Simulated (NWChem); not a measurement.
System: BeHSF; SMILES [F][Be][SH]

Here is an NWChem input.

```
start job
memory heap 200 mb stack 900 mb global 1100 mb
geometry units angstroms noautosym nocenter noautoz
  Be     0.001136    -0.627617     0.000000
  F     -0.062678    -2.002276     0.000000
  S      0.129099     1.278164     0.000000
  H     -1.213591     1.449653     0.000000
end
basis spherical
  * library pcsseg-2
end
dft
  xc pbe0
  iterations 150
end
property
  shielding
end
task dft property
```

Parts of the log:

```
             Northwest Computational Chemistry Package (NWChem) 7.3.0
             --------------------------------------------------------

                             Geometry "geometry" -> ""
                             -------------------------

 Output coordinates in angstroms (scale by  1.889725989 to convert to a.u.)

  No.       Tag          Charge          X              Y              Z
 ---- ---------------- ---------- -------------- -------------- --------------
    1 Be                   4.0000     0.00113600    -0.62761700     0.00000000
    2 F                    9.0000    -0.06267800    -2.00227600     0.00000000
    3 S                   16.0000     0.12909900     1.27816400     0.00000000
    4 H                    1.0000    -1.21359100     1.44965300     0.00000000

 Effective nuclear repulsion energy (a.u.)      63.2072884553

                              NWChem Property Module
                              ----------------------

  itol2e modified to match energy
  convergence criterion.

                                 NWChem DFT Module
                                 -----------------

 Summary of "ao basis" -> "ao basis" (spherical)
 ------------------------------------------------------------------------------
       Tag                 Description            Shells   Functions and Types
 ---------------- ------------------------------  ------  ---------------------
 Be                         pcsseg-2                 9       21   4s4p1d
 F                          pcsseg-2                12       36   4s5p2d1f
 S                          pcsseg-2                15       43   5s7p2d1f
 H                          pcsseg-2                 6       14   3s2p1d

  itol2e modified to match energy
  convergence criterion.

            General Information
            -------------------
          SCF calculation type: DFT
          Wavefunction type:  closed shell.
          No. of atoms     :     4
          No. of electrons :    30
           Alpha electrons :    15
            Beta electrons :    15
          Charge           :     0
          Spin multiplicity:     1
          Use of symmetry is: off; symmetry adaption is: off
          Maximum number of iterations: 150
          AO basis - number of functions:   114
                     number of shells:    42
          Convergence on energy requested:  1.00D-07
          Convergence on density requested:  1.00D-05
          Convergence on gradient requested:  5.00D-04

[...]

          -----------------------------------------
          Chemical Shielding Tensors (GIAO, in ppm)
          -----------------------------------------

                                NWChem CPHF Module
                                ------------------

  scftype          =     RHF
  nclosed          =       15
  nopen            =        0
  variables        =     1485
  # of vectors     =        3
  tolerance        = 0.10D-03
  level shift      = 0.00D+00
  max iterations   =       50
  max subspace     =       30

 SCF residual:    1.7482917726608074E-004

Iterative solution of linear equations
  No. of variables     1485
  No. of equations        3
  Maximum subspace       30
        Iterations       50
       Convergence  1.0D-04

   iter   nsub   residual    time
   ----  ------  --------  ---------
     1      3    2.72D-01      49.8
     2      6    1.28D-02      61.6
     3      9    4.60D-04      72.8
     4     12    3.02D-05      82.2

      Atom:    1  Be
        Diamagnetic
    140.5287      0.8862     -0.0000
      0.8862    164.2920      0.0000
     -0.0000      0.0000    138.6846

        Paramagnetic
    -77.1882      1.0199      0.0000
      1.0199     -4.3561     -0.0000
      0.0000     -0.0000    -70.5140

        Total Shielding Tensor
     63.3404      1.9060      0.0000
      1.9060    159.9359     -0.0000
      0.0000     -0.0000     68.1706

           isotropic =      97.1490
          anisotropy =      94.2368

          Principal Components and Axis System
                 1           2           3
              159.9735     68.1706     63.3028

      1         0.0197      0.0000      0.9998
      2         0.9998      0.0000     -0.0197
      3        -0.0000      1.0000     -0.0000

      Atom:    2  F
        Diamagnetic
    457.3245      1.1681     -0.0000
      1.1681    484.0565      0.0000
     -0.0000      0.0000    456.8818

        Paramagnetic
   -178.9196      6.5703     -0.0000
      6.5703    -10.7489     -0.0000
     -0.0000     -0.0000   -211.1317

        Total Shielding Tensor
    278.4050      7.7383     -0.0000
      7.7383    473.3076     -0.0000
     -0.0000     -0.0000    245.7502

           isotropic =     332.4876
          anisotropy =     211.6902

          Principal Components and Axis System
                 1           2           3
              473.6143    278.0982    245.7502

      1         0.0396      0.9992      0.0000
      2         0.9992     -0.0396      0.0000
      3        -0.0000     -0.0000      1.0000

      Atom:    3  S
        Diamagnetic
   1058.6971     -0.5507     -0.0000
     -0.5507   1058.6430      0.0000
     -0.0000      0.0000   1054.7024

        Paramagnetic
   -200.4707    -86.3328     -0.0000
    -86.3328   -257.1469      0.0000
     -0.0000      0.0000   -273.0659

        Total Shielding Tensor
    858.2264    -86.8835     -0.0000
    -86.8835    801.4961      0.0000
     -0.0000      0.0000    781.6365

           isotropic =     813.7863
          anisotropy =     161.2072

          Principal Components and Axis System
                 1           2           3
              921.2578    781.6365    738.4647

      1         0.8094      0.0000      0.5872
      2        -0.5872      0.0000      0.8094
      3        -0.0000      1.0000     -0.0000

      Atom:    4  H
        Diamagnetic
     42.3244     -4.2041     -0.0000
     -4.2041     25.2578      0.0000
     -0.0000      0.0000     21.1436

        Paramagnetic
     -0.2809      0.4440      0.0000
      0.4440      2.5046     -0.0000
      0.0000     -0.0000      3.3397

[...]
```

Level: PBE0/pcSseg-2, GIAO. All runs use the structure optimised with B3LYP/6-31G* (spherical d). The printed shielding anisotropy is the first printed principal value minus the mean of the other two.
